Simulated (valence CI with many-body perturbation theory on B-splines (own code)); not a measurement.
# Pr⁴⁴⁺: calculated level list

Level of theory: valence CI with perturbative core correlation (CI+MBPT): five valence electrons over a frozen Dirac-Fock core [Ne], a basis of 11 s, 11 p, 10 d, 8 f, 5 g, 2 h functions for each j, with the one-electron correlation potential Σ1, the two-electron term Σ2, the three-electron term Σ3, Breit, model QED; selected CI, second order for the rest, scaled by the run's own slope (own B-spline code, finite nucleus).

No measured spectrum was set against this ion. As an estimate, large intervals hold to a few tenths of a per cent, small ones and those within an open d or f shell to about a per cent. Among the levels kept, up to 3100 cm⁻¹ of a level comes from second order outside the variational space, and about a tenth of that is noise between levels of different J, which matters for small intervals.

Levels 46 to 90 of 169, with energies above the lowest level, (3s^2 3p1/2^2 3p3/2) J=3/2. "Leading %" is the weight of the configuration and term that name the level; weights of strongly mixed levels are sums over their largest components and can fall short. In the jj column 3d3/2^4 stands for four electrons in 3d with j = 3/2.

```
No.  Configuration  Term     J  E (Ry)  Leading %      g                     Leading jj
 46       3s²3p²3d    ²D   3/2  32.502         65  0.878      3s^2 3p3/2^2 3d3/2 (85 %)
 47        3s3p³3d   ²P°   3/2  32.876         35  1.177  3s 3p1/2^2 3p3/2 3d5/2 (72 %)
 48        3s3p³3d   ²F°   7/2  32.997         32  1.235  3s 3p1/2^2 3p3/2 3d5/2 (74 %)
 49       3s²3p²3d    ²D   5/2  33.596         78  1.202      3s^2 3p3/2^2 3d5/2 (98 %)
 50        3s3p³3d   ²F°   7/2  33.893         23  1.160  3s 3p1/2^2 3p3/2 3d5/2 (86 %)
 51       3s²3p3d²   ⁴G°   5/2  33.907         48  0.765      3s^2 3p1/2 3d3/2^2 (84 %)
 52        3s3p³3d   ⁴D°   1/2  34.259         45  0.538  3s 3p1/2^2 3p3/2 3d5/2 (88 %)
 53       3s²3p²3d    ²D   3/2  34.425         42  1.152      3s^2 3p3/2^2 3d5/2 (89 %)
 54        3s3p³3d   ²F°   5/2  34.580         24  1.069  3s 3p1/2^2 3p3/2 3d5/2 (77 %)
 55        3s3p³3d   ⁴D°   3/2  34.698         26  1.380  3s 3p1/2^2 3p3/2 3d5/2 (81 %)
 56       3s²3p²3d    ²D   5/2  34.747         52  1.150      3s^2 3p3/2^2 3d5/2 (88 %)
 57       3s²3p3d²   ⁴G°   7/2  35.927         50  1.060  3s^2 3p1/2 3d3/2 3d5/2 (81 %)
 58       3s²3p3d²   ⁴F°   5/2  36.006         15  1.139  3s^2 3p1/2 3d3/2 3d5/2 (71 %)
 59       3s²3p3d²   ⁴F°   3/2  36.006         20  1.046  3s^2 3p1/2 3d3/2 3d5/2 (46 %)
 60       3s²3p3d²   ⁴D°   1/2  36.044         41  0.619      3s^2 3p1/2 3d3/2^2 (80 %)
 61       3s²3p3d²   ⁴P°   1/2  36.117         26  1.997  3s^2 3p1/2 3d3/2 3d5/2 (58 %)
 62       3s²3p3d²   ²D°   3/2  36.433         23  0.979      3s^2 3p1/2 3d3/2^2 (66 %)
 63       3s²3p3d²   ²H°   9/2  36.690         31  1.088  3s^2 3p1/2 3d3/2 3d5/2 (79 %)
 64            3p⁵   ²P°   3/2  37.206         34  1.145         3p1/2^2 3p3/2^3 (34 %)
 65        3s3p³3d   ⁶D°   7/2  37.711         26  1.319  3s^2 3p1/2 3d3/2 3d5/2 (25 %)
 66        3s3p³3d   ⁴F°   5/2  37.832         29  1.159  3s 3p1/2 3p3/2^2 3d3/2 (65 %)
 67          3s3p⁴    ²S   1/2  37.876         32  1.719              3s 3p3/2^4 (86 %)
 68       3s²3p3d²   ⁴D°   5/2  38.216         26  1.228  3s^2 3p1/2 3d3/2 3d5/2 (68 %)
 69        3s3p³3d   ⁴D°   1/2  38.291         20  1.565  3s 3p1/2 3p3/2^2 3d3/2 (54 %)
 70            3p⁵   ²P°   3/2  38.315         23  1.214  3s 3p1/2 3p3/2^2 3d3/2 (35 %)
 71        3s3p³3d   ⁴D°   7/2  38.433         41  1.232  3s 3p1/2 3p3/2^2 3d3/2 (57 %)
 72       3s²3p3d²   ⁴S°   3/2  38.592         18  1.473  3s^2 3p1/2 3d3/2 3d5/2 (59 %)
 73       3s²3p3d²   ²G°   7/2  38.713         28  1.140  3s^2 3p1/2 3d3/2 3d5/2 (52 %)
 74       3s²3p3d²   ²H°   9/2  38.717         28  1.146      3s^2 3p1/2 3d5/2^2 (42 %)
 75        3s3p³3d   ²G°   9/2  39.303         46  1.147  3s 3p1/2 3p3/2^2 3d3/2 (74 %)
 76       3s²3p3d²   ²P°   3/2  39.346         18  1.045      3s^2 3p1/2 3d5/2^2 (43 %)
 77       3s²3p3d²   ²F°   5/2  39.438         29  1.122      3s^2 3p1/2 3d5/2^2 (70 %)
 78        3s3p³3d   ⁴F°   9/2  39.440         37  1.333  3s 3p1/2 3p3/2^2 3d5/2 (88 %)
 79        3s3p³3d   ⁴D°   1/2  39.545         33  0.738  3s 3p1/2 3p3/2^2 3d5/2 (50 %)
 80        3s3p³3d   ⁴F°   3/2  39.652         25  1.013  3s 3p1/2 3p3/2^2 3d3/2 (53 %)
 81        3s3p³3d   ⁴P°   5/2  39.920         29  1.316  3s 3p1/2 3p3/2^2 3d3/2 (59 %)
 82        3s3p³3d   ²G°   7/2  39.931         22  1.125  3s 3p1/2 3p3/2^2 3d3/2 (70 %)
 83        3s3p³3d   ²P°   1/2  40.211         27  0.672  3s 3p1/2 3p3/2^2 3d3/2 (56 %)
 84        3s3p³3d   ⁴F°   3/2  40.437         27  1.168  3s 3p1/2 3p3/2^2 3d3/2 (79 %)
 85        3s3p³3d   ⁴F°   5/2  40.545         22  1.031  3s 3p1/2 3p3/2^2 3d3/2 (81 %)
 86        3s3p³3d   ⁴G°  11/2  40.551         96  1.265  3s 3p1/2 3p3/2^2 3d5/2 (96 %)
 87        3s3p³3d   ⁴D°   7/2  40.557         18  1.274      3s^2 3p1/2 3d5/2^2 (44 %)
 88        3s3p³3d   ⁴D°   3/2  40.648         22  1.171  3s 3p1/2 3p3/2^2 3d3/2 (82 %)
 89        3s3p³3d   ²G°   7/2  40.948         41  1.101  3s 3p1/2 3p3/2^2 3d3/2 (77 %)
 90        3s3p³3d   ⁴P°   1/2  41.016         40  2.085  3s 3p1/2 3p3/2^2 3d5/2 (80 %)
```

Where two levels of one J and parity lie close, their mixing, g and order are uncertain.
